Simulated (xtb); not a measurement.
xtb input:

```bash
xtb mol.xyz --gfn 2 --sp --chrg -1 --uhf 0
```
mol.xyz:
```
7

Si    -0.74336007    -0.01289496    -0.10806846
C     -2.45435273    -0.02854038    -0.28073319
Br     0.04736327     1.99465551     0.66417696
Br     0.82614170    -0.35328628    -1.87257300
Br     0.01305563    -1.62690971     1.33229848
H     -2.95680659    -0.98230797    -0.40262757
H     -2.93965730     0.82799657    -0.73660014
```

Which total energy does the run end on?

-17.46285 Eh (GFN2-xTB).

It need not be the lowest isomer of its formula. Whether it binds its extra electron was not tested at this geometry.
